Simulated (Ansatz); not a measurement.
## Ligand exchange: CH6Cl2Si2 + C2H2ClGa → Si2H3Cl3 + C3H5Ga

Species: CH6Cl2Si2 `C[SiH2][SiH](Cl)Cl`, singlet; C2H2ClGa `C#[C][GaH][Cl]`, singlet; Si2H3Cl3 `Cl[SiH2][SiH](Cl)Cl`, singlet; C3H5Ga `C#[C][GaH][CH3]`, singlet. The partners trade CH3 for Cl: Si–CH3 and Ga–Cl bonds give way to Si–Cl and Ga–CH3.

Shapes, held fixed at every level: PBE0-D4/def2-TZVP. Flexible molecules stand in one conformer, not always the lowest. Programs: Ansatz 0.2.0. The zero-point and thermal change to 298 K, harmonic and unscaled (PBE0-D4/def2-TZVP), is -1.6 kJ/mol.

```csv
level,kind,ΔH(298 K) (kJ/mol),less CCSD(T)/def2-TZVPP
HF/def2-SVP,Hartree–Fock,+64.6,+19.0
HF/def2-TZVPP,Hartree–Fock,+53.1,+7.5
SPW92/def2-TZVPP,LDA,+43.8,-1.8
PBE-D4/def2-TZVPP,GGA,+43.7,-1.9
r2SCAN-D4/def2-TZVPP,meta-GGA,+46.6,+1.0
CCSD/def2-SVP,coupled cluster or CI,+61.7,+16.1
CCSD(T)/def2-TZVPP,coupled cluster or CI,+45.6,0.0
```

The highest level, CCSD(T)/def2-TZVPP, gives ΔH(298 K) = +45.6 kJ/mol; the levels span +43.7 to +64.6. The column of differences is taken from that level and isn't an error. No measured value is set beside it here. Relativity is left out for Ga. Outer-core shells of Ga are correlated, in sets that cover them unevenly.
